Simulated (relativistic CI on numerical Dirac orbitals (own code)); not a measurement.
How the errors of a small relativistic CI change along the 15-electron sequence

Levels calculated with a relativistic CI code on KLI orbitals, against measured ones, in five cumulative steps: (1) Dirac-Coulomb, each configuration alone; (2) with Breit and QED terms; (3) with configuration mixing; (4) with scaled Slater integrals; (5) with a P86 correlation estimate. Each ion has its own short list of configurations; levels above 2,000 cm⁻¹ that pair in every step are counted, and ions without enough such levels are left out. The scale is 0.85 up to charge 4 and 0.9 beyond; P86 is a density functional added for each configuration.

Median relative error (%):

| Ion | Ground | Levels | (1) | (2) | (3) | (4) | (5) |
| --- | --- | --- | --- | --- | --- | --- | --- |
| P | 3s2 3p3 | 9 | 3.7 | 3.7 | 0.5 | 3.4 | 4.1 |
| S⁺ | 3s2 3p3 | 34 | 1.6 | 1.6 | 8.6 | 5.5 | 7.8 |
| Cl²⁺ | 3s2 3p3 | 51 | 1.1 | 1.1 | 5.6 | 2.8 | 5.2 |
| Ar³⁺ | 3s2 3p3 | 48 | 0.6 | 0.7 | 6.4 | 3.7 | 5.1 |
| K⁴⁺ | 3s2 3p3 | 27 | 2.7 | 2.6 | 5.1 | 2.7 | 3.4 |
| Ca⁵⁺ | 3s2 3p3 | 6 | 3.3 | 3.3 | 2.4 | 2.5 | 3.4 |
| Sc⁶⁺ | 3s2 3p3 | 7 | 2.5 | 2.6 | 2.7 | 1.7 | 2.1 |
| Ti⁷⁺ | 3s2 3p3 | 9 | 2.5 | 2.6 | 2.4 | 1.6 | 2.0 |

Mean absolute error (cm⁻¹):

| Ion | (1) | (2) | (3) | (4) | (5) |
| --- | --- | --- | --- | --- | --- |
| P | 2224 | 2221 | 1182 | 1557 | 2291 |
| S⁺ | 4530 | 4521 | 9319 | 5806 | 8449 |
| Cl²⁺ | 2658 | 2668 | 10927 | 5718 | 10310 |
| Ar³⁺ | 5229 | 5224 | 13373 | 8213 | 10995 |
| K⁴⁺ | 8702 | 8692 | 9173 | 6177 | 8052 |
| Ca⁵⁺ | 5443 | 5326 | 10039 | 8543 | 11686 |
| Sc⁶⁺ | 6489 | 6402 | 10642 | 8504 | 11471 |
| Ti⁷⁺ | 7656 | 7650 | 8622 | 5704 | 8309 |

In step (3), fully ab initio, the relative error is 0.5 % for P and 2.4 % for Ti⁷⁺, while the absolute error goes from 1182 to 8622 cm⁻¹. The usual fall of relative errors with the charge does not show here. The sets of levels differ from ion to ion, which blurs the trend. Mixing (step 3) lowers the mean absolute error for 1 of the 8 ions and scaling (step 4) for 7. The P86 step changes the mean absolute error by a factor of 1.5 for the first ion and 1.5 for the last.

Sources of the measured levels: P, NIST Handbook of Basic Atomic Spectroscopic Data (Sansonetti and Martin, J. Phys. Chem. Ref. Data 34, 1559 (2005)); S⁺, NIST Handbook of Basic Atomic Spectroscopic Data (Sansonetti and Martin, J. Phys. Chem. Ref. Data 34, 1559 (2005)); Cl²⁺, Moore, Atomic Energy Levels, vol. I, NSRDS-NBS 35 (1971 reprint of NBS Circular 467, 1949); Ar³⁺, Saloman, J. Phys. Chem. Ref. Data 39, 033101 (2010); K⁴⁺, Sansonetti, J. Phys. Chem. Ref. Data 37, 7 (2008); Ca⁵⁺, Sugar and Corliss, J. Phys. Chem. Ref. Data 8, 865 (1979); Sc⁶⁺, Sugar and Corliss, J. Phys. Chem. Ref. Data 9, 473 (1980); Ti⁷⁺, Corliss and Sugar, J. Phys. Chem. Ref. Data 8, 1 (1979). Some J values or terms were assigned by a fit.
